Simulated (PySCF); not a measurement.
VF4, SMILES [F][V]([F])([F])[F] (connectivity only; charge and spin as stated), neutral, multiplicity 2. Atoms are numbered in the order given.

```xyz
5

V      0.0000     0.0000     0.0000
F      1.0291     1.0291     0.9019
F     -1.0291    -1.0291     0.9019
F      1.0291    -1.0291    -0.9019
F     -1.0291     1.0291    -0.9019
```
Charge 0, spin multiplicity 2.

Geometry optimised at B3LYP-D3(BJ)/def2-SVP. The multiplicity is an assumed one; other spin states were not compared. The isomer is the one that the SMILES or the coordinates give; other isomers of the formula were not compared.

All values below come from TDA-LC-ωPBE/def2-SVPD in PySCF 2.14.0.

Vertical excitations; the highest root listed may be one member of a degenerate set. Gas-phase values at a fixed geometry.

```tsv
state	energy (eV)	λ (nm)	f	main pairs
root 1	0.17	7338	0.000	α HOMO→LUMO 97 %
root 2	1.60	775	0.000	α HOMO→LUMO+3 (degenerate set)
root 3	1.60	775	0.000	α HOMO→LUMO+2 (degenerate set)
root 4	1.93	644	0.001	α HOMO→LUMO+1 96 %
root 5	5.73	216	0.004	α HOMO−1→LUMO 77 %, β HOMO−2→LUMO 20 %
root 6	5.91	210	0.002	α HOMO−3→LUMO, β HOMO−1→LUMO (degenerate set)
root 7	5.91	210	0.002	α HOMO−2→LUMO, β HOMO→LUMO (degenerate set)
root 8	6.40	194	0.001	α HOMO−6→LUMO, α HOMO−3→LUMO, β HOMO−1→LUMO (degenerate set)
root 9	6.40	194	0.001	α HOMO−5→LUMO, α HOMO−2→LUMO, β HOMO→LUMO (degenerate set)
root 10	6.47	192	0.000	α HOMO−4→LUMO 92 %
```
Unrestricted roots are not spin-pure.
